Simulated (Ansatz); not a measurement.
Isolated molecules relaxed with PBE0-D4/def2-TZVP in Ansatz; ΔE leaves out vibrations. CCSD(T)/CBS is the MP2 limit (def2-TZVPP, def2-QZVPP) plus CCSD(T) − MP2 in def2-TZVPP, frozen cores. DFT in def2-TZVPP. B3LYP here is the variant with VWN-RPA as its local correlation; programs differ in this. For Ge outer-core shells are correlated without core-valence functions, which leaves a few kJ/mol of doubt a bond. Scalar relativity is left out up to krypton. One conformer a species, not always the lowest.

Consider the redistribution: `[NH2][GeH2][NH][GeH2][NH2]` + `C[SiH](N)[SiH2]N` → `C[SiH](N)[GeH2][NH2]` + `N[SiH2][NH][GeH2][NH2]`.

`[NH2][GeH2][NH][GeH2][NH2]`:

Z-matrix (Å, degrees):
```
Ge
N 1 1.820
N 1 1.843 2 103.6
H 1 1.546 2 107.7 3 -123.4
H 1 1.544 2 114.7 3 113.3
Ge 2 1.843 1 123.6 3 -42.7
H 2 1.007 1 117.8 3 150.5
H 3 1.011 1 114.5 2 156.3
H 3 1.011 1 114.4 2 -77.2
N 6 1.836 2 114.5 1 76.3
H 6 1.538 2 106.3 1 -164.5
H 6 1.537 2 109.0 1 -42.1
H 10 1.013 6 111.0 2 -61.3
H 10 1.011 6 113.7 2 61.1
```

`C[SiH](N)[SiH2]N`:

```xyz
15

C    -2.129   -0.606   -0.059
Si   -0.318   -0.741   -0.510
N     0.527   -1.518    0.787
Si    0.759    1.343   -0.687
N     1.853    1.397    0.654
H    -2.686   -0.109   -0.857
H    -2.570   -1.596    0.087
H    -2.262   -0.033    0.862
H    -0.251   -1.466   -1.821
H     1.531   -1.424    0.811
H     0.253   -2.443    1.081
H    -0.252    2.450   -0.734
H     1.565    1.486   -1.933
H     1.512    1.073    1.546
H     2.469    2.187    0.773
```

`C[SiH](N)[GeH2][NH2]`:

Cartesian coordinates in Å:
```
C 1.567 1.572 -0.584
Si -0.158 0.977 -0.181
N -0.383 0.826 1.520
Ge -0.593 -1.261 -0.900
N -0.933 -2.169 0.690
H 2.321 0.890 -0.186
H 1.705 1.649 -1.666
H 1.744 2.563 -0.156
H -1.111 1.914 -0.858
H -1.003 0.095 1.839
H -0.409 1.629 2.127
H 0.565 -1.893 -1.718
H -1.877 -1.427 -1.737
H -1.331 -3.089 0.549
H -0.104 -2.276 1.262
```

`N[SiH2][NH][GeH2][NH2]`:

Z-matrix (Å, degrees):
```
Si
N 1 1.711
N 1 1.712 2 111.0
H 1 1.495 2 103.0 3 125.0
H 1 1.491 2 115.4 3 -117.5
Ge 2 1.844 1 126.4 3 -134.3
H 2 1.010 1 117.9 3 53.9
H 3 1.007 1 121.8 2 59.5
H 3 1.006 1 120.4 2 -149.5
N 6 1.836 2 115.9 1 -69.8
H 6 1.534 2 108.4 1 48.8
H 6 1.536 2 105.7 1 171.4
H 10 1.011 6 114.0 2 70.4
H 10 1.011 6 114.8 2 -55.8
```

```json
{"level": "PBE-D4", "ΔE (kJ/mol)": "-66.1", "difference from CCSD(T)/CBS": "4.6"}
{"level": "r2SCAN-D4", "ΔE (kJ/mol)": "-71.1", "difference from CCSD(T)/CBS": "-0.4"}
{"level": "PBE0-D4", "ΔE (kJ/mol)": "-67.7", "difference from CCSD(T)/CBS": "3.0"}
{"level": "B3LYP-D4", "ΔE (kJ/mol)": "-70.9", "difference from CCSD(T)/CBS": "-0.2"}
{"level": "ωB97X-V", "ΔE (kJ/mol)": "-66.7", "difference from CCSD(T)/CBS": "4.0"}
{"level": "ωB97M-V", "ΔE (kJ/mol)": "-73.8", "difference from CCSD(T)/CBS": "-3.1"}
{"level": "B2PLYP", "ΔE (kJ/mol)": "-72.3", "difference from CCSD(T)/CBS": "-1.6"}
{"level": "PBE", "ΔE (kJ/mol)": "-68.3", "difference from CCSD(T)/CBS": "2.4"}
{"level": "r2SCAN", "ΔE (kJ/mol)": "-71.8", "difference from CCSD(T)/CBS": "-1.1"}
{"level": "PBE0", "ΔE (kJ/mol)": "-69.7", "difference from CCSD(T)/CBS": "1.0"}
{"level": "HF/def2-TZVPP", "ΔE (kJ/mol)": "-70.7", "difference from CCSD(T)/CBS": "0.0"}
{"level": "MP2/def2-TZVPP", "ΔE (kJ/mol)": "-70.0", "difference from CCSD(T)/CBS": "0.7"}
{"level": "SCS-MP2/def2-TZVPP", "ΔE (kJ/mol)": "-68.5", "difference from CCSD(T)/CBS": "2.2"}
{"level": "CCSD/def2-TZVPP", "ΔE (kJ/mol)": "-68.2", "difference from CCSD(T)/CBS": "2.5"}
{"level": "HF/def2-QZVPP", "ΔE (kJ/mol)": "-71.7", "difference from CCSD(T)/CBS": "-1.0"}
{"level": "HF/CBS(def2)", "ΔE (kJ/mol)": "-71.8", "difference from CCSD(T)/CBS": "-1.1"}
{"level": "CCSD(T)/CBS", "ΔE (kJ/mol)": "-70.7", "difference from CCSD(T)/CBS": "0"}
```

Largest T1 diagnostic among the species: 0.011.

The D4 term adds +3.5 kJ/mol with B3LYP and +2.0 kJ/mol with PBE0; it sums over pairs of atoms, weighted by their polarisabilities, and B3LYP, whose exchange is more repulsive, gets the larger term.
